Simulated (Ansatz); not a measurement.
`FB1CO1` + H₂O → `OB1CO1` + H–F at 298.15 K and 1 bar (formal hydrolysis of a B–F bond).

Program: Ansatz. Geometries: PBE0-D4/def2-TZVP. ΔE: electronic, gas phase. CCSD(T)/CBS is the MP2 limit (def2-TZVPP, def2-QZVPP) plus CCSD(T) − MP2 in def2-TZVPP, frozen cores. This one scheme is used for every species. One conformer a species, not always the lowest.

```
 species  CCSD(T)/CBS energy (Eh)  H − E (kJ/mol)  S (J/(mol·K))
`FB1CO1`               -239.05799           109.4          268.9
     H₂O                -76.37941            66.4          188.7
`OB1CO1`               -215.03899           142.3          271.8
     H–F               -100.39570            33.5          173.6
```

H − E and S are ideal-gas, rigid-rotor, harmonic terms from PBE0-D4/def2-TZVP, for one conformer and one mirror image of each species. 1 Eh = 2625.50 kJ/mol, R = 8.31446 J/(mol·K).

Problem. By hand: ΔE, ΔH, ΔS and ΔG.

Solution. ΔE = (-215.03899) + (-100.39570) − (-239.05799) − (-76.37941) = 0.00271 Eh = 7.1 kJ/mol. Δ(H − E) = 142.3 + 33.5 − 109.4 − 66.4 = 0.0, so ΔH = 7.1 kJ/mol. ΔS = 271.8 + 173.6 − 268.9 − 188.7 = -12.2 J/(mol·K). ΔG = 7.1 − 298.15 × (-12.2)/1000 = 10.7 kJ/mol.

Problem. By hand: the equilibrium constant, and the temperature at which ΔG would vanish if ΔH and ΔS stayed fixed.

Solution. log₁₀ K = −ΔG/(RT ln 10) = -1.9. ΔH and −TΔS have one sign here, so there is no such temperature.

TΔS isn't small against ΔH here. A doubt of 5 kJ/mol in ΔE shifts log₁₀ K by 0.9 here. Other conformers and mirror images would add mixing entropy, several J/(mol·K) or more a flexible species. These are equilibria of isolated gas molecules and say nothing of rates. Largest T1 diagnostic: 0.014 (customary marks: 0.02 for closed shells, 0.045 for open ones).

ΔS is within the doubt of such terms, so its sign, and with it that verdict, could turn.
